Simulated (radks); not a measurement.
All-electron atom: Ru3+ in [Kr] 4d4 5d1 (not the ground configuration). All-electron calculation, non-relativistic Kohn-Sham, PBEsol, spin-polarised, spherical densities, point nucleus; open shells are filled with parallel spins first (spin-orbit coupling, left out, can overturn this in heavy ions); relativity is left out, which matters for an element this heavy. Program: a radial shooting solver on a logarithmic mesh with Libxc functionals.

Local quantities along the radius. ELF = 1/(1 + alpha^2) is the electron localisation function; alpha = (tau - tau_W)/tau_unif compares the Pauli kinetic energy density with that of the uniform gas (summed over spins); r v_xc is r times the local exchange-correlation potential of spin up (hartree bohr); s = |grad rho|/(2 (3 pi^2)^(1/3) rho^(4/3)) is the reduced gradient; -r V(r) is the screened charge that the Kohn-Sham potential of spin up presents (atomic units).

r (bohr)	ELF	alpha	r v_xc	s	-r V(r)
0.001535	1.000	0.01933	-0.07629	0.3811	43.71
0.001772	1.000	0.01988	-0.08467	0.3837	43.66
0.002047	1.000	0.02053	-0.09419	0.3868	43.61
0.002383	1.000	0.02136	-0.1056	0.3906	43.54
0.002752	1.000	0.02232	-0.1179	0.3947	43.46
0.003178	0.999	0.02348	-0.1318	0.3996	43.38
0.0037	0.999	0.02498	-0.1483	0.4056	43.27
0.004273	0.999	0.02674	-0.1658	0.4123	43.15
0.004934	0.999	0.02893	-0.1852	0.4202	43.02
0.005745	0.999	0.03187	-0.2079	0.4299	42.85
0.006634	0.999	0.03544	-0.2316	0.4407	42.67
0.007723	0.998	0.04037	-0.2586	0.4543	42.46
0.00892	0.998	0.04658	-0.2862	0.4695	42.22
0.0103	0.997	0.05496	-0.3154	0.4874	41.94
0.01199	0.996	0.06727	-0.3474	0.5098	41.62
0.01385	0.993	0.08393	-0.3782	0.5347	41.26
0.01599	0.988	0.1082	-0.4088	0.5638	40.86
0.01862	0.979	0.1470	-0.4396	0.5991	40.37
0.0215	0.960	0.2042	-0.4661	0.6364	39.86
0.02483	0.920	0.2944	-0.4890	0.6750	39.28
0.02891	0.834	0.4467	-0.5082	0.7109	38.60
0.03339	0.690	0.6701	-0.5215	0.7284	37.88
0.03856	0.512	0.9771	-0.5313	0.7110	37.08
0.04489	0.364	1.321	-0.5420	0.6346	36.15
0.05184	0.309	1.496	-0.5612	0.5116	35.18
0.05987	0.340	1.395	-0.6012	0.3826	34.14
0.0697	0.456	1.092	-0.6680	0.2981	32.95
0.0805	0.602	0.8139	-0.7402	0.2849	31.73
0.09297	0.713	0.6351	-0.8067	0.3217	30.42
0.1082	0.760	0.5617	-0.8599	0.3921	28.93
0.125	0.734	0.6027	-0.8873	0.4706	27.43
0.1455	0.610	0.7992	-0.8903	0.5398	25.77
0.168	0.427	1.159	-0.8769	0.5446	24.13
0.1941	0.307	1.502	-0.8735	0.4435	22.44
0.2259	0.334	1.411	-0.9301	0.2835	20.64
0.2609	0.493	1.014	-1.028	0.2150	18.94
0.3013	0.669	0.7042	-1.121	0.2510	17.25
0.3508	0.764	0.5554	-1.183	0.3548	15.51
0.4051	0.769	0.5479	-1.185	0.4903	13.96
0.4679	0.674	0.6953	-1.124	0.6510	12.51
0.5447	0.414	1.190	-1.011	0.7897	11.10
0.6291	0.203	1.979	-0.9086	0.7159	9.854
0.7265	0.218	1.892	-0.9431	0.4198	8.799
0.8458	0.493	1.013	-1.074	0.2778	7.833
0.9768	0.734	0.6017	-1.162	0.3531	6.979
1.128	0.796	0.5061	-1.203	0.5073	6.226
1.313	0.758	0.5644	-1.177	0.7178	5.562
1.517	0.641	0.7481	-1.092	0.9778	5.057
1.752	0.431	1.150	-0.9559	1.324	4.644
2.039	0.173	2.183	-0.7839	1.758	4.281
2.355	0.048	4.432	-0.6504	1.954	4.019
2.741	0.025	6.212	-0.5294	1.410	3.791
3.166	0.044	4.657	-0.6236	0.8732	3.798
3.656	0.080	3.380	-0.7061	0.9964	3.811
4.257	0.089	3.207	-0.6737	1.572	3.725
4.916	0.062	3.902	-0.5281	2.462	3.550
5.677	0.029	5.795	-0.4298	3.905	3.437
6.609	0.008	10.86	-0.3972	6.791	3.399
7.633	0.002	24.67	-0.3256	12.69	3.326
8.815	0.000	72.39	-0.2075	26.55	3.208
10.26	0.000	308.6	-0.1029	66.54	3.103

On this mesh the ELF has minima near r = 0.052, 0.19, 0.63, 2.7 bohr, which separate the shells, and maxima near 0.11 (0.76), 0.41 (0.77), 1.1 (0.80).
